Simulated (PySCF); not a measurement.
Input for PySCF:
```python
from pyscf import gto, scf, dft

mol = gto.M(
    atom='''
Sb    0.000000    0.000000    0.000000
''',
    basis='def2-svp',
    ecp={'Sb': 'def2-svp'},
    charge=1,
    spin=2,
    verbose=4,
)

mf = dft.UKS(mol)
mf.xc = 'tpssh'
mf.kernel()
```

Problem. What does this run give for the total energy, HOMO energy, number of basis functions?

Solution. 
| Item | Value |
|---|---|
| total energy | -239.7965 Eh |
| HOMO energy | -13.10 eV |
| number of basis functions | 26 |

These values belong to the state on which the SCF converged, which isn't shown to be the lowest.
